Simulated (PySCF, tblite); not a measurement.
C₈F₅N.
SMILES: `C(C#CC#N)(F)(C#CC(=C(F)F)F)F`

Method used: PBE0/pcSseg-1 in PySCF (dipole) on a GFN2-xTB geometry, gas phase.

Masses are those of the commonest isotopes; rigid-rotor values at the optimised geometry. 

(1) Give the principal moments of inertia and the rotational constants in GHz.

(2) What kind of rotor is it?

(3) Is it planar, by Δ = Ic − Ia − Ib?

(4) Give the other two planar moments, Paa and Pbb, and the rms extents of the mass along the axes.

(5) Where do the levels up to J = 3 lie, in MHz?

(6) Which lines would a microwave search look for?

## Answers

(1) Ia = 449.80, Ib = 1899.47, Ic = 2259.73 u·Å²; 505379 MHz·u·Å²/I gives 1124, 266.1 and 223.6 MHz, that is A = 1.1236, B = 0.2661, C = 0.2236 GHz.

(2) A near-prolate asymmetric top; Ray's κ = -0.906.

(3) Not planar: Δ = Ic − Ia − Ib = -89.54 u·Å². For a rigid frame Δ = −2 Σ m c², so Σ m c² = 44.77 u·Å² lies off the ab plane. The atom farthest from that plane is 1.09 Å away.

(4) Paa = Σ m a² = (Ib + Ic − Ia)/2 = 1854.70 and Pbb = Σ m b² = (Ia + Ic − Ib)/2 = 405.03 u·Å². With the mass M = 205.00 u, the rms extents √(P/M) along a, b and c are 3.01, 1.41, 0.47 Å.

(5) Above 0(0,0):
J = 1: 1(0,1) 490, 1(1,1) 1347, 1(1,0) 1390
J = 2: 2(0,2) 1468, 2(1,2) 2284, 2(1,1) 2411, 2(2,1) 4984, 2(2,0) 4985
J = 3: 3(0,3) 2931, 3(1,3) 3689, 3(1,2) 3943, 3(2,2) 6453, 3(2,1) 6461, 3(3,1) 10848, 3(3,0) 10848
Those of J = 1 are B + C, A + C and A + B.

(6) The dipole components are |μa| = 2.87 D, |μb| = 0.79 D, |μc| = 0.00 D; the mirror of this Cs structure is the ab plane, so μc vanishes by symmetry and there are no c-type lines. The squared components, which scale the intensities, stand as 1.00 : 0.08 (a : b). Some lines, for components of 0.1 D or more:

| type | branch | J(Ka,Kc) | MHz | lower level (cm⁻¹) |
| --- | --- | --- | --- | --- |
| a | R | 2(0,2) ← 1(0,1) | 978 | 0.016 |
| a | R | 3(1,2) ← 2(1,1) | 1532 | 0.080 |
| b | R | 2(1,2) ← 1(0,1) | 1794 | 0.016 |
| a | R | 5(1,5) ← 4(1,4) | 2336 | 0.185 |
| b | Q | 5(2,3) ← 5(1,4) | 2378 | 0.285 |
| b | Q | 2(2,1) ← 2(1,2) | 2700 | 0.076 |
| b | Q | 4(2,3) ← 4(1,4) | 2851 | 0.185 |
| b | R | 2(2,0) ← 1(1,1) | 3638 | 0.045 |
| b | Q | 4(3,2) ← 4(2,3) | 4399 | 0.281 |
| b | R | 4(4,1) ← 3(3,0) | 8110 | 0.362 |

Its lowest GFN2-xTB frequency is 10 cm⁻¹, too small to tell a flat minimum from a shallow saddle. Zero-point vibration and centrifugal distortion are left out. Quadrupole hyperfine structure (14N) is left out.
